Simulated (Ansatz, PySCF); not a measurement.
Gas-phase reaction in SMILES: N[Si](N)(N)[O] → [NH][Si](N)(N)O
Geometries: B3LYP-D3(BJ)/def2-TZVP minima from Ansatz (a first-principles code), one conformer each, not searched for the lowest. Frequencies are from Ansatz or PySCF.

Wanted: isomerisation energy (enthalpy at 298 K, with B3LYP-D3(BJ) rigid-rotor harmonic-oscillator terms), in kcal/mol. Correlated levels leave the core frozen unless marked. UHF or UKS for open shells. Spin-orbit coupling is left out. No relativistic terms. CBS marks a two-point X^-3 extrapolation of the correlation energy; Hartree-Fock from the larger set.

Level to compare with: CCSD(T)/CBS(cc-pV(T+d)Z,cc-pV(Q+d)Z) (Ansatz), -8.1 kcal/mol. It is a level with limits of its own, and the differences hold the functionals' basis error too.

Question: Rank these functionals by how close they come to CCSD(T)/CBS(cc-pV(T+d)Z,cc-pV(Q+d)Z), closest first: B97M-V/def2-TZVPD (Ansatz); revPBE/def2-TZVPD (Ansatz); CAM-B3LYP/def2-TZVPD (Ansatz).

Answer: CAM-B3LYP/def2-TZVPD (range-separated hybrid, -5.6 kcal/mol, difference 2.5), B97M-V/def2-TZVPD (meta-GGA with VV10, -2.8 kcal/mol, difference 5.3), revPBE/def2-TZVPD (GGA, -0.7 kcal/mol, difference 7.4)
